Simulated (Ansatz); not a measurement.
Reaction (redistribution): `F[SiH2][GaH2]` + `CC[SiH](O)O` → `O[SiH](O)C[SiH2]F` + `[CH3][GaH2]`

Calculated with Ansatz (gas phase, PBE0-D4/def2-TZVP geometries, no zero-point term in ΔE). CCSD(T)/CBS is the MP2 limit (def2-TZVPP, def2-QZVPP) plus CCSD(T) − MP2 in def2-TZVPP, frozen cores. Functionals use def2-TZVPP. For Ga outer-core shells are correlated without core-valence functions, which leaves a few kJ/mol of doubt a bond. Scalar relativity is left out up to krypton. Each species was taken in one conformer, which may not be the lowest.

`F[SiH2][GaH2]`:

```xyz
7

F    -1.956   -0.930    0.389
Si   -0.414   -0.601    0.716
Ga    0.580    0.820   -0.969
H    -0.378    0.038    2.062
H     0.300   -1.905    0.822
H    -0.218    1.337   -2.217
H     2.087    1.241   -0.803
```

`CC[SiH](O)O`:

Cartesian coordinates in Å:
```
C 0.790 -1.165 1.137
C 0.512 0.276 0.715
Si -0.285 0.425 -0.958
O -0.524 1.989 -1.414
O -1.700 -0.413 -0.841
H -0.135 -1.744 1.189
H 1.450 -1.668 0.425
H 1.271 -1.212 2.117
H 1.439 0.860 0.697
H -0.140 0.766 1.449
H 0.558 -0.127 -2.049
H -1.027 2.550 -0.823
H -2.208 -0.536 -1.643
```

`O[SiH](O)C[SiH2]F`:

```xyz
13

O    -1.067   -1.503    1.103
Si   -0.112   -1.300   -0.213
O     1.494   -1.363    0.135
C    -0.336    0.388   -0.967
Si    0.140    1.771    0.172
F    -0.384    1.392    1.655
H    -1.050   -0.789    1.747
H    -0.503   -2.403   -1.122
H     1.831   -2.158    0.552
H    -1.382    0.503   -1.267
H     0.278    0.458   -1.871
H    -0.515    3.055   -0.181
H     1.607    1.950    0.256
```

`[CH3][GaH2]`:

Cartesian coordinates in Å:
```
C -0.844 0.144 0.294
Ga 0.988 -0.141 -0.361
H -1.012 -0.500 1.164
H -1.019 1.175 0.604
H -1.583 -0.138 -0.458
H 1.325 -1.404 -1.239
H 2.144 0.865 -0.003
```

CCSD(T)/CBS gives -64.5 kJ/mol.

Q: Another level gave -60.2 kJ/mol. Which?
A. ωB97X-V/def2-TZVPP
B. PBE-D4/def2-TZVPP
C. HF/def2-TZVPP
D. SCS-MP2/def2-TZVPP

A: A. ωB97X-V -60.2, HF/def2-TZVPP -55.8, SCS-MP2/def2-TZVPP -66.9, PBE-D4 -50.7 kJ/mol.

Largest T1 diagnostic among the species: 0.013.

In def2-TZVPP, CCSD(T) changes the Hartree–Fock value by −8.0 kJ/mol (the triples alone add −1.6 kJ/mol) and MP2 by −17.3 kJ/mol. From PBE to PBE0 (25 % exact exchange), in def2-TZVPP and without D4, ΔE moves by −4.6 kJ/mol. The D4 term adds −5.5 kJ/mol with B3LYP and −2.9 kJ/mol with PBE0; it sums over pairs of atoms, weighted by their polarisabilities, and B3LYP, whose exchange is more repulsive, gets the larger term.

B3LYP here is the variant with VWN-RPA as its local correlation; programs differ in this.
